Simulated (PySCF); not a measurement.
C₂H₆GeO₃, SMILES [OH][GeH]([OH])[C](C)=O. The structure is a stationary point at PBE0-D3(BJ)/def2-SVP. The structure was generated by enumeration, and PubChem lists no compound with its InChIKey, so it may never have been made. One conformer was computed; it need not be the lowest.

Computed equilibrium geometry at PBE0-D3(BJ)/def2-SVP (PySCF confirms it by a frequency run) as bond lengths and angles (one conformer of several):
Atoms: C1 C2 O3 Ge4 O5 O6 H7 H8 H9 H10 H11 H12. Bond lengths (Å): C1–C2 1.499, C1–H7 1.101, C1–H8 1.099, C1–H9 1.103, C2–O3 1.207, C2–Ge4 1.999, Ge4–O5 1.781, Ge4–O6 1.773, Ge4–H10 1.543, O5–H11 0.963, O6–H12 0.964. Bond angles (°): C2–C1–H7 109.8, C2–C1–H8 110.6, C2–C1–H9 108.7, H7–C1–H8 111.4, H7–C1–H9 106.1, H8–C1–H9 110.0, C1–C2–O3 124.2, C1–C2–Ge4 117.9, O3–C2–Ge4 117.9, C2–Ge4–O5 111.2, C2–Ge4–O6 105.2, C2–Ge4–H10 112.3, O5–Ge4–O6 104.9, O5–Ge4–H10 109.4, O6–Ge4–H10 113.6, Ge4–O5–H11 113.4, Ge4–O6–H12 113.0.
Charge 0, spin multiplicity 1.
